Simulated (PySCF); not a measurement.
Br4Ta, charge +1, singlet, geometry from GFN2-xTB (such geometries of metal compounds can be far from the true shape) (the multiplicity is a formal guess) (core potentials on Ta), with bond 5-1 at 1.6 times its length; DF-BLYP/def2-SV(P) in PySCF.

PySCF was given this input:
```python
from pyscf import gto, scf, dft

mol = gto.M(
    atom='''
Ta    0.000000    0.000000   -0.000000
Br    1.897817   -0.590202   -1.312608
Br    0.663194    0.289880    2.269169
Br   -0.931896    2.032515   -0.820632
Br   -2.606584   -2.771509   -0.217487
''',
    basis='def2-sv(p)',
    ecp={'Ta': 'def2-sv(p)'},
    charge=1,
    spin=0,
    verbose=4,
)

mf = dft.RKS(mol)
mf.xc = 'blyp'
mf.init_guess = 'mod_huckel'
mf = mf.density_fit(auxbasis='def2-universal-jkfit')
mf.kernel()
```

What the program printed (banner, timings and long lists left out):

```
PySCF version 2.14.0

[INPUT] verbose = 4
[INPUT] num. atoms = 5
[INPUT] num. electrons = 152
[INPUT] charge = 1
[INPUT] spin (= nelec alpha-beta = 2S) = 0
[INPUT] symmetry False subgroup None
[INPUT] Mole.unit = angstrom
[INPUT] Symbol           X                Y                Z      unit          X                Y                Z       unit  Magmom
[...]
nuclear repulsion = 1246.04128563344
number of shells = 59
number of NR pGTOs = 346
number of NR cGTOs = 153
basis = def2-sv(p)
ecp = {'Ta': 'def2-sv(p)'}

******** <class 'pyscf.df.df_jk.DFRKS'> ********
method = DFRKS
initial guess = mod_huckel
damping factor = 0
level_shift factor = 0
DIIS = <class 'pyscf.scf.diis.CDIIS'>
diis_start_cycle = 1
diis_space = 8
diis_damp = 0
SCF conv_tol = 1e-09
SCF conv_tol_grad = None
SCF max_cycles = 50
direct_scf = False
XC library pyscf.dft.libxc version 7.1.2
    S. Lehtola, C. Steigemann, M. J. T. Oliveira, and M. A. L. Marques,  SoftwareX 7, 1–5 (2018)
XC functionals = blyp
    A. D. Becke,  Phys. Rev. A 38, 3098 (1988)
    C. Lee, W. Yang, and R. G. Parr,  Phys. Rev. B 37, 785 (1988)
    B. Miehlich, A. Savin, H. Stoll, and H. Preuss,  Chem. Phys. Lett. 157, 200 (1989)
radial grids:
    Treutler-Ahlrichs [JCP 102, 346 (1995); DOI:10.1063/1.469408] (M4) radial grids

becke partition: Becke, JCP 88, 2547 (1988); DOI:10.1063/1.454033
pruning grids: <function nwchem_prune>
grids dens level: 3
symmetrized grids: False
atomic radii adjust function: <function treutler_atomic_radii_adjust>
small_rho_cutoff = 0
Set gradient conv threshold to 3.16228e-05
Initial guess from on-the-fly Huckel, doi:10.1021/acs.jctc.8b01089,
employing the updated GWH rule from doi:10.1021/ja00480a005.
Spherically averaged atomic HF for {'Ta', 'Br'}

******** <class 'pyscf.scf.atom_hf.AtomSphAverageRHF'> ********
method = AtomSphAverageRHF
initial guess = minao
damping factor = 0
level_shift factor = 0
DIIS = <class 'pyscf.scf.diis.CDIIS'>
diis_start_cycle = 1
diis_space = 8
diis_damp = 0
SCF conv_tol = 1e-09
SCF conv_tol_grad = None
SCF max_cycles = 50
direct_scf = True
direct_scf_tol = 1e-13
atom = Ta
Set gradient conv threshold to 3.16228e-05
Initial guess from minao.
init E= -43.1373877479222
cycle= 1 E= -55.7479367392281  delta_E= -12.6  |g|=    0  |ddm|= 6.92
cycle= 2 E= -55.7810402898451  delta_E= -0.0331  |g|=    0  |ddm|= 1.42
cycle= 3 E= -55.8114204199008  delta_E= -0.0304  |g|=    0  |ddm|= 0.631
cycle= 4 E= -55.8138736601248  delta_E= -0.00245  |g|=    0  |ddm|= 0.174
cycle= 5 E= -55.8138812900217  delta_E= -7.63e-06  |g|=    0  |ddm|= 0.0307
cycle= 6 E= -55.8138815621288  delta_E= -2.72e-07  |g|=    0  |ddm|= 0.00608
cycle= 7 E= -55.8138815756201  delta_E= -1.35e-08  |g|=    0  |ddm|= 0.00088
cycle= 8 E= -55.813881575622  delta_E= -1.9e-12  |g|=    0  |ddm|= 1.03e-05
Extra cycle  E= -55.8138815756222  delta_E= -1.63e-13  |g|=    0  |ddm|= 1.53e-06
Atomic HF for atom  Ta  converged. SCF energy = -55.8138815756222

******** <class 'pyscf.scf.atom_hf.AtomSphAverageRHF'> ********
method = AtomSphAverageRHF
initial guess = minao
damping factor = 0
level_shift factor = 0
DIIS = <class 'pyscf.scf.diis.CDIIS'>
diis_start_cycle = 1
diis_space = 8
diis_damp = 0
SCF conv_tol = 1e-09
SCF conv_tol_grad = None
SCF max_cycles = 50
direct_scf = True
direct_scf_tol = 1e-13
atom = Br
Set gradient conv threshold to 3.16228e-05
Initial guess from minao.
init E= -2570.80291116799
cycle= 1 E= -2571.90665107855  delta_E= -1.1  |g|=    0  |ddm|= 0.245
cycle= 2 E= -2571.90669609965  delta_E= -4.5e-05  |g|=    0  |ddm|= 0.0269
cycle= 3 E= -2571.9066972158  delta_E= -1.12e-06  |g|=    0  |ddm|= 0.00563
cycle= 4 E= -2571.90669725287  delta_E= -3.71e-08  |g|=    0  |ddm|= 0.000559
cycle= 5 E= -2571.90669725562  delta_E= -2.75e-09  |g|=    0  |ddm|= 0.000311
cycle= 6 E= -2571.90669725565  delta_E= -3e-11  |g|=    0  |ddm|= 2.3e-05
Extra cycle  E= -2571.90669725564  delta_E= 9.09e-13  |g|=    0  |ddm|= 1.5e-06
Atomic HF for atom  Br  converged. SCF energy = -2571.90669725564

[...]
tot grids = 105704
init E= -10350.5734816844
[...]
cycle= 1 E= -10332.2758656511  delta_E= 18.3  |g|= 6.29  |ddm|= 10.9

WARN: HOMO -0.144004012602015 == LUMO -0.143660270210529

cycle= 2 E= -10224.4393131176  delta_E=  108  |g|= 9.27  |ddm|= 26.9
[...]
cycle= 3 E= -10333.6510648809  delta_E= -109  |g|= 4.95  |ddm|= 26.1
[...]
cycle= 4 E= -10306.8497998314  delta_E= 26.8  |g|= 9.31  |ddm|= 16.7
[...]
cycle= 5 E= -10348.3601035392  delta_E= -41.5  |g|= 3.27  |ddm|= 8.25
[...]
cycle= 6 E= -10345.8055408342  delta_E= 2.55  |g|= 4.36  |ddm|= 6.97
[...]
cycle= 7 E= -10351.7575427133  delta_E= -5.95  |g|= 1.19  |ddm|= 4.25
[...]
cycle= 8 E= -10345.2733670266  delta_E= 6.48  |g|= 3.16  |ddm|= 5.04
[...]
cycle= 9 E= -10351.4965080599  delta_E= -6.22  |g|= 1.52  |ddm|= 4.47
[...]
cycle= 10 E= -10348.0200571337  delta_E= 3.48  |g|= 3.27  |ddm|= 4.11
[...]
cycle= 11 E= -10352.1012304486  delta_E= -4.08  |g|= 0.681  |ddm|= 3.96
[...]
cycle= 12 E= -10346.3806645247  delta_E= 5.72  |g|= 2.91  |ddm|= 4.37
[...]
cycle= 13 E= -10346.9280653654  delta_E= -0.547  |g|= 2.99  |ddm|= 0.357
[...]
cycle= 14 E= -10348.1692442381  delta_E= -1.24  |g|= 3.14  |ddm|= 0.77
[...]
cycle= 15 E= -10347.3658974166  delta_E= 0.803  |g|= 2.94  |ddm|= 0.651
[...]
cycle= 16 E= -10352.1497091825  delta_E= -4.78  |g|= 0.732  |ddm|= 3.49
[...]
cycle= 17 E= -10346.928305835  delta_E= 5.22  |g|= 2.79  |ddm|= 3.71
[...]
cycle= 18 E= -10350.2688410206  delta_E= -3.34  |g|= 2.53  |ddm|= 2.25
[...]
cycle= 19 E= -10349.6213617419  delta_E= 0.647  |g|= 2.87  |ddm|= 0.756
[...]
cycle= 20 E= -10351.8579259203  delta_E= -2.24  |g|= 1.05  |ddm|=  3.5
[...]
cycle= 21 E= -10349.0885026175  delta_E= 2.77  |g|= 2.98  |ddm|= 3.72
[...]
cycle= 22 E= -10349.1887115579  delta_E= -0.1  |g|= 2.96  |ddm|= 0.0804
[...]
cycle= 23 E= -10352.2904233557  delta_E= -3.1  |g|= 0.313  |ddm|= 2.85
[...]
cycle= 24 E= -10347.8232454706  delta_E= 4.47  |g|=  2.9  |ddm|= 3.43
[...]
cycle= 25 E= -10347.8636497124  delta_E= -0.0404  |g|= 2.86  |ddm|= 0.751
[...]
cycle= 26 E= -10349.0797000185  delta_E= -1.22  |g|= 2.74  |ddm|= 0.776
[...]
cycle= 27 E= -10351.8575812367  delta_E= -2.78  |g|= 1.17  |ddm|= 2.19
[...]
cycle= 28 E= -10352.3064806993  delta_E= -0.449  |g|= 0.206  |ddm|=  1.5
[...]
cycle= 29 E= -10349.1460811432  delta_E= 3.16  |g|= 2.79  |ddm|=  3.1
[...]
cycle= 30 E= -10349.4445563252  delta_E= -0.298  |g|= 2.77  |ddm|= 0.203
[...]
cycle= 31 E= -10350.8134731296  delta_E= -1.37  |g|=  2.2  |ddm|= 0.902
[...]
cycle= 32 E= -10352.2806067852  delta_E= -1.47  |g|= 0.332  |ddm|= 2.02
[...]
cycle= 33 E= -10352.3192347964  delta_E= -0.0386  |g|= 0.105  |ddm|= 0.483
[...]
cycle= 34 E= -10352.3222333415  delta_E= -0.003  |g|= 0.0391  |ddm|= 0.162
[...]
cycle= 35 E= -10352.3226167567  delta_E= -0.000383  |g|= 0.0155  |ddm|= 0.0781
[...]
cycle= 36 E= -10352.3226875016  delta_E= -7.07e-05  |g|= 0.00715  |ddm|= 0.0377
[...]
cycle= 37 E= -10352.3226713224  delta_E= 1.62e-05  |g|= 0.00934  |ddm|= 0.0385
[...]
cycle= 38 E= -10352.3227141373  delta_E= -4.28e-05  |g|= 0.000738  |ddm|= 0.0228
[...]
cycle= 39 E= -10352.3227144689  delta_E= -3.32e-07  |g|= 8.61e-05  |ddm|= 0.00392
[...]
cycle= 40 E= -10352.3227144723  delta_E= -3.41e-09  |g|= 7.44e-05  |ddm|= 0.000601
[...]
cycle= 41 E= -10352.3227144742  delta_E= -1.86e-09  |g|= 2.7e-05  |ddm|= 0.000119
[...]
cycle= 42 E= -10352.3227144744  delta_E= -2.4e-10  |g|= 1.03e-06  |ddm|= 4.45e-05
[...]
Extra cycle  E= -10352.3227144744  delta_E= -7.28e-12  |g|= 9.8e-06  |ddm|= 1.6e-05
converged SCF energy = -10352.3227144744
```
